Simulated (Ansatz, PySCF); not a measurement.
Complex: HF (SMILES F) (first 2 atoms) with Si2H6 (SMILES [SiH3][SiH3]); geometry from B3LYP-D3(BJ)/def2-TZVP.
(charge 0, multiplicity 1):
```xyz
10

F      1.4596     0.3195    -0.1744
H      1.3435     0.2997     0.7487
Si    -0.4222    -0.1706     5.2398
Si    -0.3931    -0.1698     2.8962
H     -1.7700    -0.5576     5.7197
H     -0.0949     1.1824     5.7475
H      0.5741    -1.1389     5.7548
H     -0.6830    -1.5122     2.3434
H      0.9742     0.2204     2.4398
H     -1.3485     0.8125     2.3359
```

Basis-set superposition error: the interaction energy with monomers in their own basis, and in the dimer's basis (counterpoise).

Codes used: Ansatz (Gaussian orbitals); PySCF for 6-31G* rows. 

```csv
level,uncorrected (meV),counterpoise (meV),difference
HF/6-31G*,-17.8,29.2,47.0
HF/aug-cc-pV(D+d)Z,-6.4,5.2,11.5
SVWN5/def2-TZVPPD,-181.0,-177.7,3.3
PBE/def2-TZVPPD,-90.5,-88.1,2.5
B97M-V/def2-TZVPPD,-85.0,-82.7,2.2
B3LYP/def2-TZVPPD,-61.0,-58.7,2.3
PBE0/def2-TZVPPD,-75.1,-73.1,2.1
wB97M-V/def2-TZVPPD,-73.6,-71.8,1.8
B2PLYP/def2-TZVPPD,-66.3,-60.2,6.1
CCSD/aug-cc-pV(D+d)Z,-75.6,-38.4,37.2
```

The error is largest for HF/6-31G* (47.0 meV) and smallest for wB97M-V/def2-TZVPPD (1.8 meV).

Ansatz is a first-principles code.
